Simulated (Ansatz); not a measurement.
Z-matrix (Å, degrees):
```
C
Si 1 1.873
H 1 1.093 2 110.8
H 1 1.094 2 111.7 3 120.1
H 1 1.092 2 110.8 3 -119.7
C 2 1.871 1 111.0 3 -59.5
H 2 1.492 1 109.2 3 -179.8
H 2 1.491 1 109.2 3 63.1
Al 6 1.932 2 114.6 1 -62.8
H 6 1.096 2 108.6 1 175.3
H 6 1.097 2 107.6 1 58.7
F 9 1.653 6 118.4 2 -98.2
H 9 1.579 6 125.5 2 81.0
```

The species carries charge 0 and has multiplicity 1.

Q: List the PBE0/def2-TZVPP orbital energies in eV (Ansatz). (An estimate is asked.)

A: Ansatz gave: Occupied: -1802.36, -1528.04, -672.77, -277.89, -277.80, -144.69, -113.91, -99.35, -99.34, -99.33, -74.04, -73.86, -73.80, -31.76, -20.00, -19.16, -14.05, -12.92, -12.06, -11.79, -11.50, -11.38, -11.25, -10.47, -9.59, -9.16, -9.06, -8.13. Lowest empty: -0.99, 0.04, 0.88, 1.04, 1.77, 1.96, 2.24, 2.47.
